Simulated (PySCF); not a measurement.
Rigid-rotor lines calculated for a species of formula [C9H11]+ (commonest isotopes; PySCF 2.14.0, PBE0-D3(BJ)/def2-SVP geometry optimisation, gas phase), labelled J(Ka,Kc):

| transition | MHz |
| --- | --- |
| 2(1,1) ← 1(1,0) | 4496.1 |
| 1(0,1) ← 0(0,0) | 2098.4 |
| 2(1,2) ← 1(1,1) | 3897.4 |
| 2(0,2) ← 1(0,1) | 4168.8 |

Q: Find the rotational constants.

A: 1(0,1) ← 0(0,0) is B + C, 2(1,1) ← 1(1,0) is 3B + C and 2(1,2) ← 1(1,1) is B + 3C, so B − C is half the difference of the last two, 299.4 MHz. A enters only through 2(0,2) ← 1(0,1) = 2A + B + C − 2√((B − C)² + (A − C)(A − B)). A = 3447, B = 1198.9, C = 899.5 MHz.

Q: What moments of inertia, asymmetry and inertial defect follow?

A: I = 505379 MHz·u·Å² over each constant: Ia = 146.61, Ib = 421.54, Ic = 561.84 u·Å²; κ = (2B − A − C)/(A − C) = -0.765 (asymmetric top); Δ = Ic − Ia − Ib = -6.31 u·Å².

Q: Which dipole components do these lines need?

A: μa (a-type: ΔKa even, ΔKc odd). The calculation gives |μa| = 2.18 D, |μb| = 0.00 D, |μc| = 0.00 D, about the centre of mass.

Q: Where do these fall, and of which type are they? 2(1,1) ← 2(1,2).

A: 
```csv
transition,MHz,type,branch
"2(1,1) ← 2(1,2)",898,a,Q
```

Q: Which structure gave them?

A: `C[C+](C)c1ccccc1`, point group C2. Three constants can't fix a structure by themselves; this is the one that was computed:
```xyz
20
C9H11 angstrom
C     -1.856    0.578   -0.506
C     -1.011   -0.478    0.088
C     -1.749   -1.660    0.575
C      0.398   -0.365    0.183
C      1.071    0.813   -0.258
C      2.443    0.922   -0.155
C      3.187   -0.143    0.370
C      2.557   -1.317    0.803
C      1.184   -1.427    0.721
H     -2.728    0.136   -1.011
H     -1.341    1.267   -1.182
H     -2.274    1.169    0.334
H     -2.743   -1.371    0.947
H     -1.230   -2.261    1.327
H     -1.943   -2.305   -0.305
H      0.507    1.648   -0.672
H      2.948    1.832   -0.487
H      4.275   -0.056    0.443
H      3.151   -2.139    1.208
H      0.708   -2.345    1.065
```

No PBE0-D3(BJ)/def2-SVP frequencies stand behind this structure, so it isn't proved a minimum. No vibrational averaging or centrifugal distortion is included, and the geometry carries the error of its method. A rigid rotor knows nothing of internal rotation, which can split or shift real lines.

On one thread, Arm Neoverse V1 (shared host), this took 3.0 min wall. These figures are those of the optimisation.
